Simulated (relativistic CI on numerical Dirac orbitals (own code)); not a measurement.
**Calculated levels, Eu²⁸⁺**

Calculated at this level of theory: Dirac-Coulomb-Breit CI, KLI orbitals optimised for each configuration, model QED (radiative potential, 1s self-energy scaled to tabulated hydrogen-like ionisation energies), unscaled Slater integrals (own radial code, finite nucleus).

CI space (outside the closed core [Ar] 3d10): 4s2 4p5, 4s 4p6, 4s2 4p4 4d, 4s 4p5 4d, 4s2 4p4 4f, 4s 4p5 4f, 4p6 4d, 4s 4p4 4d2, 4s2 4p3 4d 4f, 4p6 4f, 4p5 4d2, 4p4 4d3, 4p4 4d2 4f. Double excitations out of closed p, d and f shells are left out; levels of such configurations are missing from the list, as are those of other unlisted configurations, and high levels can miss mixing partners.

The lowest level is 4s2 4p5 2P°_3/2, with 99 % of that term; Hund's rules for 4s2 4p5 give 2P° with J = 3/2, in agreement.

```
No.  Configuration  Term    J  E (cm⁻¹)   %  Lifetime (s)      jj configuration (%)
  1        4s2 4p5   2P°  3/2         0  99                            4p3/2^3 (99)
  2        4s2 4p5   2P°  1/2    307833  99      1.89e-06        4p1/2 4p3/2^4 (99)
  3         4s 4p6    2S  1/2    838007  61      5.60e-11                   4s (61)
  4     4p4(3P) 4d    4D  3/2    881718  41      1.05e-09        4p3/2^2 4d3/2 (97)
  5     4p4(3P) 4d    4D  5/2    890830  51      2.74e-08        4p3/2^2 4d3/2 (86)
  6     4p4(1D) 4d    2P  1/2    906475  51      7.73e-11        4p3/2^2 4d3/2 (57)
  7     4p4(3P) 4d    4F  7/2    912199  36      2.44e-03        4p3/2^2 4d3/2 (86)
  8     4p4(3P) 4d    2F  7/2    952966  50      2.34e-04        4p3/2^2 4d5/2 (86)
  9     4p4(3P) 4d    4F  9/2    962338  71      6.67e-04        4p3/2^2 4d5/2 (99)
 10     4p4(1S) 4d    2D  3/2    965075  57      9.92e-10        4p3/2^2 4d3/2 (87)
 11     4p4(3P) 4d    4P  1/2   1029513  49      6.15e-12        4p3/2^2 4d5/2 (52)
 12     4p4(1S) 4d    2D  5/2   1041232  46      9.02e-10        4p3/2^2 4d5/2 (97)
 13     4p4(1D) 4d    2D  3/2   1060594  38      6.67e-12        4p3/2^2 4d5/2 (75)
 14     4p4(3P) 4d    4F  5/2   1075704  28      5.65e-12        4p3/2^2 4d5/2 (67)
 15     4p4(3P) 4d    4D  1/2   1157604  76      4.89e-10  4p1/2 4p3/2^3 4d3/2 (95)
 16     4p4(3P) 4d    4D  3/2   1185980  35      1.77e-08  4p1/2 4p3/2^3 4d3/2 (90)
 17     4p4(1D) 4d    2F  5/2   1219666  40      5.78e-11  4p1/2 4p3/2^3 4d3/2 (94)
 18     4p4(1D) 4d    2G  7/2   1226291  60      3.82e-06  4p1/2 4p3/2^3 4d3/2 (98)
 19     4p4(3P) 4d    4F  7/2   1244422  39      2.23e-06  4p1/2 4p3/2^3 4d5/2 (97)
 20     4p4(1D) 4d    2P  3/2   1263466  49      3.02e-10  4p1/2 4p3/2^3 4d5/2 (97)
 21     4p4(3P) 4d    2F  5/2   1278876  49      5.73e-09  4p1/2 4p3/2^3 4d5/2 (96)
 22     4p4(1D) 4d    2G  9/2   1286031  71      3.49e-06  4p1/2 4p3/2^3 4d5/2 (98)
 23     4p4(1D) 4d    2D  5/2   1298462  53      9.35e-11  4p1/2 4p3/2^3 4d5/2 (96)
 24     4p4(1D) 4d    2F  7/2   1327323  79      2.84e-06  4p1/2 4p3/2^3 4d5/2 (97)
 25     4p4(1D) 4d    2S  1/2   1349140  56      7.86e-13  4p1/2 4p3/2^3 4d3/2 (72)
 26     4p4(1D) 4d    2P  3/2   1356217  68      1.03e-12  4p1/2 4p3/2^3 4d3/2 (63)
 27     4p4(3P) 4d    2D  5/2   1371399  76      7.65e-13  4p1/2 4p3/2^3 4d3/2 (79)
 28     4p4(1D) 4d    2D  3/2   1417653  70      2.07e-12  4p1/2 4p3/2^3 4d5/2 (54)
 29     4p4(3P) 4d    2P  1/2   1480732  81      1.02e-12  4p1/2 4p3/2^3 4d5/2 (83)
 30     4p4(1S) 4d    2D  5/2   1623335  47      5.86e-10        4p3/2^4 4d5/2 (96)
```

Energies count from the lowest computed level; ° marks odd parity; lifetimes are radiative, by E1, M1, E2, M2, E3 decay to levels of this space only. Percentages are summed over parent terms; the parents shown are those of the largest component, closed shells are left out there. Filled j subshells are mostly left out of the jj labels.

The mean weight of the leading LS term, summed over parents, in these 30 levels is 58 %, and that of the leading jj configuration (from the same eigenvectors) 85 %, so jj coupling describes them better and the LS labels are nominal.

At this charge energies of transitions that change n are usually good to better than 1 %, and those within a shell (Δn = 0) to a few per cent.

LS names give the leading component of a level, which can be under half, so a name can repeat, a term be missing and a line seem to break the LS rules.
